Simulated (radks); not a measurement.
Results of a calculation; reference values are marked as such.
Spherical quantum dot in the effective-mass picture: electrons in a parabolic well V = omega^2 r^2 / 2 with omega = 1.45, with a point charge +2 (a donor) at the centre, all in effective atomic units (hartree* = m*/eps^2 hartree, bohr* = eps/m* bohr), one dielectric constant everywhere. Level of theory: non-relativistic Kohn-Sham, LDA (Slater exchange, Perdew-Wang correlation), spin-polarised, spherical densities (a radial shooting solver with Libxc functionals). Levels are named by radial order and angular momentum (1s, 1p, 1d, 2s, ...), and open shells are averaged over m. Results are scaled to m* = 0.085 and eps = 6.4, for which hartree* = 56.47 meV and bohr* = 3.984 nm.

N = 13, configuration 1s2 1p6 1d(up 3, down 0) 2s2. This is the lowest configuration that the search found. Occupied and some empty levels:

| level | occupation | eigenvalue (meV) | <r> (nm) |
|---|---|---|---|
| 1s up | 1 | 449.66 | 3.346 |
| 1s down | 1 | 451.65 | 3.293 |
| 1p up | 3 | 536.99 | 5.772 |
| 1p down | 3 | 541.34 | 5.748 |
| 2s up | 1 | 568.04 | 5.974 |
| 2s down | 1 | 571.77 | 6.008 |
| 1d up | 3 | 597.89 | 6.878 |
| 1d down | 0 | 602.64 | 6.884 |
| 1f up | 0 | 659.93 | 7.700 |
| 2p up | 0 | 662.61 | 6.885 |
| 1f down | 0 | 664.54 | 7.722 |
| 2p down | 0 | 665.70 | 6.905 |
| 1g up | 0 | 724.58 | 8.396 |
| 1g down | 0 | 728.81 | 8.426 |

Energy (meV): total 4209.83, kinetic 1231.2, external 408.94, Hartree 2991.5, exchange-correlation -421.81.

Electron density:

| r (nm) | n(r) (e/nm^3) |
|---|---|
| 0.245 | 0.08414 |
| 0.860 | 0.04592 |
| 1.48 | 0.02591 |
| 2.09 | 0.01565 |
| 2.71 | 0.01062 |
| 3.32 | 0.008310 |
| 3.94 | 0.007288 |
| 4.55 | 0.006708 |
| 5.17 | 0.006120 |
| 5.79 | 0.005337 |
| 6.40 | 0.004376 |
| 7.02 | 0.003332 |
| 7.63 | 0.002352 |
| 8.25 | 0.001528 |
| 8.86 | 0.0009176 |
| 9.48 | 0.0005053 |
| 10.1 | 0.0002571 |
| 10.7 | 0.0001198 |
| 11.3 | 0.00005170 |
| 11.9 | 0.00002059 |
